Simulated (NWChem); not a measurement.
Molecule: CH$_{4}$OSSi, singlet; SMILES CO[Si]S

```xyz
8

Si     0.8314     0.0173    -0.0001
O     -0.4458    -1.0575    -0.0005
C     -0.3153    -2.4549     0.0003
H     -0.8038    -2.8740     0.8946
H     -0.8123    -2.8755    -0.8885
H      0.7410    -2.7834    -0.0044
S     -0.3760     1.8044     0.0001
H      0.7100     2.6093     0.0005
```
Atoms are numbered in this order, from 1.

Program: NWChem. Pople sets run with spherical d functions. Low-valent species are run as closed-shell singlets; no triplet was tried in these runs. Coordinates come from a PBE0/def2-SVP optimisation. Total energies compare along this basis series because the functional is fixed.

```tsv
level	basis functions	energy (Ha)	highest occupied level (eV)	orbital gap (eV)	dipole (D)
PBE/STO-3G	32	-793.6553	-1.60	3.60	1.44
PBE/3-21G	52	-798.8299	-5.56	3.14	2.46
PBE/6-31G*	72	-802.9474	-5.60	3.24	1.78
PBE/6-31+G*	88	-802.9562	-5.78	3.20	1.76
PBE/6-311G**	112	-803.0405	-5.69	3.20	1.88
PBE/6-311++G**	132	-803.0469	-5.80	3.19	[?]
```

Question: Complete the blanks.

Answer: 
- PBE/6-311++G**, dipole (D): 1.70
